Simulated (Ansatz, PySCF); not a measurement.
Pulling on the B1–H3 bond in BFHI (SMILES FBI) (multiplicity 1 held, fragments rigid). Energies count from the point at 1.186 Å.
Geometry at that point (charge 0, multiplicity 1):
```xyz
4

B     -0.245    -1.333     0.806
F      0.792    -1.744     1.497
H     -1.260    -1.946     0.818
I     -0.088     0.459    -0.346
```

Restricted levels (R-, RO-) in cc, def2 and unpolarised 6-31G sets keep to the state of the molecule at rest. Unrestricted levels (U-) break spin symmetry where that is lower. Active spaces are followed from a long bond inwards. Levels need not reach the same state.

Cores are frozen in the correlated methods. Filled d and f shells under p-block atoms count as core. Rows in LANL2DZ carry no dispersion term and start afresh at each structure. LANL2DZ brings its own core potentials from Na on.

Run with Ansatz (Gaussian orbitals); PySCF for LANL2DZ rows.  In def2 rows elements past Kr take small-core potentials, without spin–orbit coupling.

```tsv
level	energy at R = 3.794 Å (kJ/mol)
U-PBE/def2-TZVPP	[?]
R-r2SCAN/def2-TZVPP	564.2
R-B3LYP/LANL2DZ	[?]
R-SCS-MP2/def2-TZVPP	565.1
U-SCS-MP2/def2-TZVPP	453.4
U-CCSD/def2-TZVPP	448.3
U-CCSD(T)/def2-TZVPP	448.0
FIC-MRCISD on CASSCF(2,2)/def2-TZVPP	442.9
FIC-MRCISD+Q on CASSCF(2,2)/def2-TZVPP	448.2
```

Problem. What belongs in the gaps?

Solution. 
- U-PBE/def2-TZVPP, energy at R = 3.794 Å (kJ/mol): 427.5
- R-B3LYP/LANL2DZ, energy at R = 3.794 Å (kJ/mol): 601.6

Doubts at one or more of the structures used: a spin-contaminated determinant (U-PBE/def2-TZVPP, U-SCS-MP2/def2-TZVPP, U-CCSD/def2-TZVPP, U-CCSD(T)/def2-TZVPP); a restricted determinant that unrestricted orbitals would lower (R-r2SCAN/def2-TZVPP, R-SCS-MP2/def2-TZVPP).

Ansatz is an electronic-structure program.
